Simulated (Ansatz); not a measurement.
Cost and result up the ladder for Al₂Si₂ (4 atoms). The state is a singlet with charge 0. Geometry: PBE-D4/def2-TZVP.

```xyz
4

Al   -0.9202   -2.1735   -0.7200
Al   -0.4851    1.1044   -0.7334
Si    0.0189   -0.5207    0.8521
Si    1.3864    1.5898    0.6013
```

Ansatz on 4 threads of Arm Neoverse V2 on a shared host. Times are rough, and most runs start from the orbitals of an earlier one. No level here is sound enough to serve as a yardstick. Binding counts from free atoms at the same level (Al doublet, Si triplet; other spins of the atoms weren't run), without zero-point energy or a counterpoise term.

Correlated methods freeze 20 core orbitals. Another isomer (triplet) lies 0.37 eV lower at PBE0-D4/def2-TZVP; other spin states weren't run for this one.

Correlated methods converge slowly with the basis.

```tsv
level	functions	wall time	binding energy per atom (eV)	remarks
BLYP-D4/def2-TZVP	148	1.1 s	2.03	restricted SCF unstable in HF
PBE-D4/def2-TZVP (with forces)	148	1.4 s	2.20	restricted SCF unstable in HF
PBE0-D4/def2-TZVP	148	1.6 s	2.06	restricted SCF unstable in HF
r2SCAN-D4/def2-TZVP	148	3 s	2.09	restricted SCF unstable in HF
B97M-V/def2-TZVP	148	4.4 s	2.19	restricted SCF unstable in HF
CCSD(T)/def2-TZVPP	168	24 s	1.93	large T1 (0.042), restricted SCF unstable
```
